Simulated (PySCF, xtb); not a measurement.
W(NH)(S)(Br)(OH) (BrH2NOSW), SMILES [NH]=[W](=[S])([OH])[Br], multiplicity 1.

GFN2-xTB in xtb at its own geometry gives an orbital gap of 2.09 eV and a dipole moment of 7.12 D.

Coordinates come from a r2SCAN-D4/def2-SVP optimisation. The spin state was assumed, not searched. The structure was generated by enumeration; whether it is a known compound was not checked. The def2 effective core potentials stand for the cores of W; spin–orbit coupling is left out. Other conformers were not sampled.

Q: What does PySCF with PBE/def2-TZVP give? (An estimate is asked for; the answer gives what the named calculation found.)

A: gap 3.18 eV (levels -6.33 and -3.15 eV), dipole 3.14 D.
